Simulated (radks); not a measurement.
All-electron atom: the barium ion Ba2+ in [Kr] 4d10 5s2 5p5 6s1 (not the ground configuration). Calculated with a radial shooting solver on a logarithmic mesh with Libxc functionals: Dirac Kohn-Sham, PBE, spin-unpolarised, spherical densities, finite nucleus; open shells fill j = l - 1/2 first; Fermi nuclear charge, rms radius 4.8378 fm.

Spin-orbit splittings of the eigenvalues, e(l+1/2) - e(l-1/2), with zeta = 2 splitting/(2l+1) and mean radii in bohr:

| shell | occ. | splitting (eV) | zeta (eV) | <r> j=l-1/2 | <r> j=l+1/2 |
|---|---|---|---|---|---|
| 2p | 6 | 381.7 | 254.5 | 0.09193 | 0.09793 |
| 3p | 6 | 73.79 | 49.19 | 0.2815 | 0.2934 |
| 3d | 10 | 15.73 | 6.292 | 0.2644 | 0.2681 |
| 4p | 6 | ? | ? | 0.6967 | 0.7238 |
| 4d | 10 | 2.620 | 1.048 | 0.7935 | 0.8034 |
| 5p | 5 | 2.253 | 1.502 | 1.802 | 1.875 |

Estimate the 4p splitting.

Answer. 15.39 eV (zeta = 10.26 eV).
